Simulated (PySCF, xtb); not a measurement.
CH₂F₃Ga, SMILES [GaH2][C](F)(F)F.

Harmonic wavenumbers (cm⁻¹) from GFN2-xTB (xtb) at its own minimum, in rising order: 68, 124, 209, 272, 385, 404, 425, 440, 581, 634, 672, 982, 1207, 1697, 1733.

Problem. What does PBE0-D3(BJ)/def2-SVP (PySCF) give at its own minimum? (The exact figures need the calculation; the answer reports its results.)

Solution. 21, 156, 192, 298, 452, 517, 546, 614, 732, 742, 1140, 1173, 1223, 2008, 2022. Paired by order, the mean absolute difference is 142 cm⁻¹ and the zero-point energies are 14.1 and 16.9 kcal/mol.
